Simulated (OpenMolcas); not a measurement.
## Pt6+: moving or changing the point charges

Pt6+ among 4 point charges of -1.5 e arranged as a tetrahedron (Td), 1.96 Å from the ion.

- Program: OpenMolcas
- Method: SS-CASPT2, IPEA 0.25 Eh, imaginary shift 0.1 Eh (closed shells correlated: 4f 5s 5p)
- Basis: ANO-RCC-VDZP [7s6p4d2f]
- Scalar Hamiltonian: DKH2, point nucleus
- Active space: 4 electrons in 5 orbitals (5d)
- State averaging: 2S+1 = 5 even, 5 roots; 2S+1 = 3 even, 45 roots; 2S+1 = 1 even, 50 roots
- Spin-orbit coupling: RASSI with atomic mean-field integrals over the reference wave functions

Runs around this geometry, states (labels of Td). Energies in cm-1 above the lowest state or level, χT in cm3 K/mol; under a threefold ground state the first gap can be a small split of the lowest multiplet, not the spin-orbit step.

```tsv
R (Å)	q (e)	Ground state	First state of that spin	First gap with spin-orbit (degeneracies)	χT at 300 K	First state of another spin
1.96	-1.2	5T2	5E 1910	8010 (1, 3)	0.028	3T1 19890
1.84	-1.5	5T2	5E 3020	7940 (1, 3)	0.029	3T1 19090
1.96	-1.5	5T2	5E 2290	7980 (1, 3)	0.028	3T1 19590
2.1	-1.5	5T2	5E 1710	8030 (1, 3)	0.028	3T1 20000
```

Taking the first state of the same spin as R^-n, n = -ln(1710 / 3020) / ln(2.1 / 1.84) = 4.3 between the shortest and longest distance.

Scaling the charges by -1.2 / -1.5 = 0.80 scales the first state of the same spin by 1910 / 2290 = 0.83; with fixed orbitals a first-order splitting would follow the charge.

Roots that are degenerate in the reference are averaged as groups; the widest CASPT2 spread within a group is 210 cm-1 (the 3-fold group of multiplicity 3 near 50800 cm-1 above the lowest state of its run, R = 1.96, q = -1.5). Shifts and gaps below about the spread of the groups concerned are not significant. Point charges give a weaker field than real ligands, and real ions of this kind are as a rule low spin; the high spin found here belongs to the model. The ground term spreads over less than 5000 cm-1, several times less than with real ligands, so orbital moments are less quenched and χT lies further from the spin-only value than at real sites. Free-ion shares, where given, are those of the reference states; single-state CASPT2 does not remix them. Spin-orbit coupling mixes the spin-free states strongly: the lowest level takes only 37 % from its leading state, 5T2 (figures for R = 1.96, q = -1.2; the like holds for R = 1.84, q = -1.5, R = 1.96, q = -1.5, R = 2.1, q = -1.5). This is an electrostatic model: the charges have no orbitals. No measured value stands beside these numbers.
